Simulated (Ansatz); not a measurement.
Z-matrix (Å, degrees):
```
Ta
F 1 1.9002
C 1 2.1841 2 113.35
H 3 1.1097 1 114.35 2 -179.70
H 3 1.1122 4 108.01 1 121.98
H 3 1.1123 4 107.97 5 116.06
C 1 2.1841 2 113.34 3 -180.00
H 7 1.1097 1 114.35 2 -179.70
H 7 1.1122 8 108.01 1 121.97
H 7 1.1123 8 107.97 9 116.06
C 1 2.1841 2 113.36 7 -90.03
H 11 1.1099 1 114.34 2 -179.74
H 11 1.1123 12 108.01 1 122.13
H 11 1.1125 12 107.97 13 116.06
C 1 2.1841 2 113.36 7 89.97
H 15 1.1099 1 114.34 2 -179.73
H 15 1.1123 16 108.01 1 122.13
H 15 1.1125 16 107.97 17 116.06
```
Charge 0, spin multiplicity 1.

Calculation: frozen-core CCSD(T)/def2-TZVPP // PBE-D3(BJ)/def2-SVP in Ansatz (an electronic-structure program).

```yaml
HF energy: -314.42530 Ha
MP2 correlation energy: -1.40348 Ha
```

### Question
Estimate the CCSD correlation energy, the (T) correction, the total energy and the T1 diagnostic.

### Answer

| Item | Result |
|---|---|
| CCSD correlation energy | -1.44516 Ha |
| (T) correction | -0.06115 Ha |
| CCSD(T) total energy | -315.93160 Ha |
| T1 diagnostic | 0.015 |
